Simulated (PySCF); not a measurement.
Input of a run (PBE0-D3(BJ)/def2-SVP geometry optimisation, gas phase (PySCF 2.14.0)), started from GFN2-xTB:
```
{"job": {"xc": "PBE0", "basis": "def2-SVP", "d3": "d3bj", "grid": 1, "kind": "geom"}, "charge": 0, "multiplicity": 1}
O      1.300878     0.599639     1.830349
C      1.739805     0.337068     0.752072
O      1.108402    -0.324585    -0.210706
C     -0.206467    -0.776989     0.074983
C     -1.223947     0.365546     0.015305
F     -2.435181    -0.096467     0.398104
F     -1.367289     0.815433    -1.250897
H      2.746198     0.601785     0.393530
H     -0.449586    -1.522421    -0.684827
H     -0.251434    -1.214071     1.078764
H     -0.955955     1.217733     0.657200
```

Output (energies in Eh, forces in Eh/bohr):
```
step   0  E = -466.02816541  max force = 0.011788
step   1  E = -466.02880348  max force = 0.005452
step   2  E = -466.02894861  max force = 0.002615
step   3  E = -466.02871779  max force = 0.006762
step   4  E = -466.02890885  max force = 0.004272
step   5  E = -466.02900317  max force = 0.000712
step   6  E = -466.02901342  max force = 0.000297
optimisation converged
```

Question: Summarise the run.

Answer: The energy falls by 0.023 eV over 7 energy and gradient evaluations, the largest force component goes from 0.0118 to 3.0e-04 Eh/bohr, and the atoms move by 0.076 Å rms after alignment. The bond that changes most is C4–C5 (sp3 carbon bound to oxygen to CHF2 carbon), which shortens by 0.018 Å. Bonds longer at the end by more than 0.005 Å: 3 of 10; shorter: 1. The energy rose by more than 1e-6 Eh at step 3. The first step brought 75 % of the lowering.

Question: What are the final bond lengths?

Answer: O1=C2 1.196 Å, C2–O3 1.335 Å, O3–C4 1.417 Å, C4–C5 1.513 Å, C5–F6 1.350 Å, C5–F7 1.348 Å, C2–H8 1.109 Å, C4–H9 1.098 Å, C4–H10 1.100 Å, C5–H11 1.103 Å. Numbering counts from 1 in the input's order; the species is `O=COCC(F)F`.

The run used 118 basis functions and 50 SCF cycles in all. Rough CPU time on one thread of a shared machine: about 80 s.

Not checked by PBE0-D3(BJ)/def2-SVP frequencies. The numbers are those of one conformer.

Shape of the structure used: `[O:1]=[CH:2][O:3][CH2:4][CH:5]([F:6])[F:7]`: O1–C2–O3–C4 -2°, C2–O3–C4–C5 84°, O3–C4–C5–F6 178°.
